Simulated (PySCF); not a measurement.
oxygen atom (O), triplet. Base run: CAMB3LYP/def2-SVP run with PySCF.

The PySCF input:
```python
from pyscf import gto, scf, dft

mol = gto.M(
    atom='''
O     0.000000    0.000000    0.000000
''',
    basis='def2-svp',
    charge=0,
    spin=2,
    verbose=4,
)

mf = dft.UKS(mol)
mf.xc = 'camb3lyp'
mf.kernel()
mf.analyze()
```

The base run was repeated with changes; each row names its change, and settings that it needs were set with it.

| change | ΔE vs base (mEh) | grid points | electrons on the grid |
|---|---|---|---|
| base | 0.000 | 14088 | 8.00000 |
| grids.radi_method = delley | 0.000 | 14808 | 8.00000 |
| grids.atom_grid = (50, 194) | 0.001 | 6424 | 8.00000 |
| grids.prune = dft.gen_grid.treutler_prune | 0.055 | 12432 | 8.00000 |
| grids.atom_grid = (75, 302) | 0.000 | 14088 | 8.00000 |
| grids.level = 1 | 0.001 | 5184 | 8.00000 |
| grids.level = 0 | 18.503 | 1088 | 7.99350 |
| grids.level = 5 | 0.000 | 42984 | 8.00000 |
| grids.prune = dft.gen_grid.sg1_prune | -0.008 | 6392 | 8.00000 |
| grids.radi_method = mura_knowles | 0.000 | 13440 | 8.00000 |
| grids.level = 2 | 0.000 | 11208 | 8.00000 |

Open shells are given as the SCF converged; they aren't shown to be the lowest states, and a large step between rows can be another state.
